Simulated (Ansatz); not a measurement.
`[CH3][Al]1[CH]=[C]1F`, charge 0, multiplicity 1.

Task: Give a relaxed structure at PBE0-D4/def2-TZVP (the Gaussian-basis code of Ansatz). (An estimate is asked.)

Result: The calculation gave: 
```xyz
9

C    -1.1121    1.5767   -0.0335
Al    0.0009   -0.0077    0.0076
C     1.4664   -1.0848    0.4436
C     0.5734   -1.7383   -0.3423
F     0.6626   -2.9930   -0.7867
H    -0.9918    2.1665    0.8781
H    -0.8382    2.2117   -0.8807
H    -2.1674    1.3159   -0.1401
H     2.4061   -1.4469    0.8540
```
This is one stationary point; other conformers may exist.
